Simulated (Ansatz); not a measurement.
Molecule: C2H6Cl3NSi (charge 0, singlet). SMILES: CN(C)[Si](Cl)(Cl)Cl
Geometry from a B3LYP-D3(BJ)/def2-TZVP (Ansatz, a quantum-chemistry and plane-wave program) optimisation:
```xyz
13

C     -2.4456    -0.6024    -0.4403
N     -1.3750     0.3845    -0.3674
C     -1.8641     1.7425    -0.1626
Si     0.2140    -0.0531     0.0004
Cl     0.5426    -0.3724     2.0088
Cl     1.5007     1.4280    -0.5804
Cl     0.7023    -1.7917    -0.9617
H     -3.1244    -0.3498    -1.2599
H     -3.0271    -0.6339     0.4884
H     -2.0442    -1.5955    -0.6292
H     -2.5370     2.0189    -0.9794
H     -2.4153     1.8333     0.7806
H     -1.0403     2.4527    -0.1498
```
Charge 0, spin multiplicity 1.

Quantity: atomisation energy (electronic, to ground-state atoms); the coupled-cluster value holds the core correlation from cc-pwCVTZ, in kcal/mol. Correlated levels leave the core frozen unless marked. Open shells are spin-unrestricted. Spin-orbit coupling is left out. Non-relativistic. CBS marks a two-point X^-3 extrapolation of the correlation energy; Hartree-Fock from the larger set.

Level to compare with: CCSD(T)/CBS(cc-pV(T+d)Z,cc-pV(Q+d)Z) plus the core term (Ansatz), 1151.3 kcal/mol. It is a level with limits of its own, and the differences hold the functionals' basis error too.

**Question.** Rank these functionals by how close they come to CCSD(T)/CBS(cc-pV(T+d)Z,cc-pV(Q+d)Z), closest first: wB97X/def2-TZVPD (Ansatz); r2SCAN0/def2-TZVPD (Ansatz); B97M-V/def2-TZVPD (Ansatz).

**Answer.** B97M-V/def2-TZVPD (meta-GGA with VV10, 1150.9 kcal/mol, difference -0.4), wB97X/def2-TZVPD (range-separated hybrid, 1143.4 kcal/mol, difference -7.9), r2SCAN0/def2-TZVPD (hybrid meta-GGA, 1129.7 kcal/mol, difference -21.6)
